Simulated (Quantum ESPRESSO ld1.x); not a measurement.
Results of a calculation; reference values are marked as such.
Au60+, configuration [Ar] 3d1. Level of theory: Dirac Kohn-Sham, revPBE, spin-unpolarised, spherical densities, point nucleus; open shells fill j = l - 1/2 first (ld1.x of Quantum ESPRESSO 7.5).

Normalised radial functions P(r) = r R(r) (large component), r in bohr:

r          2p1/2    3p1/2
0.001358  0.1231   0.0673
0.001871  0.1738   0.0949
0.002597  0.2515   0.1373
0.003576  0.3659   0.1997
0.004964  0.5433   0.2959
0.006837  0.8020   0.4352
0.009491  1.1883   0.6403
0.01307   1.7100   0.9096
0.01814   2.3897   1.2396
0.02499   3.1180   1.5400
0.03469   3.7324   1.6514
0.04777   3.9055   1.3106
0.06631   3.3908   0.2852
0.09131   2.2916  -1.2191
0.1268    1.0716  -2.5027
0.1746    0.3158  -2.5998
0.2423    0.0457  -1.5499
0.3337    0.0028  -0.4973
0.4633    0.0000  -0.0667

2p1/2: eigenvalue -18081.7 eV, 0 radial nodes, <r> = 0.0575 bohr, 90 % of the charge inside 0.0958 bohr. 3p1/2: eigenvalue -7005.1 eV, 1 radial node at r = 0.0708 bohr, <r> = 0.162 bohr, 90 % of the charge inside 0.242 bohr.
